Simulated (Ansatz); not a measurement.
```xyz
5

C    -0.0062   -0.0077    0.0017
H     0.6359    0.6281    0.6261
H     0.6309   -0.6407   -0.6272
H    -0.6310    0.6427   -0.6301
H    -0.6308   -0.6245    0.6340
```

Basis set: cc-pVDZ (spherical functions). Left uncorrelated: 1 orbital. Charge 0, multiplicity 1.

Computed with Ansatz (development build ahead of 0.2.0); each method stands on the lowest determinant of its kind that the runs found. Restricted open shells among the atoms or ions are ROHF, correlated in semicanonical orbitals with singles.

**Question.** Give the atomization energy at this shape (free ground-state atoms in the same class of orbitals less the molecule, no zero-point energy) of singlet CH4 by RHF-MP2, RHF.

**Answer.**

```json
{"method": "RHF-MP2", "atomization energy": "1640.6 kJ/mol"}
{"method": "RHF", "atomization energy": "1362.5 kJ/mol"}
```
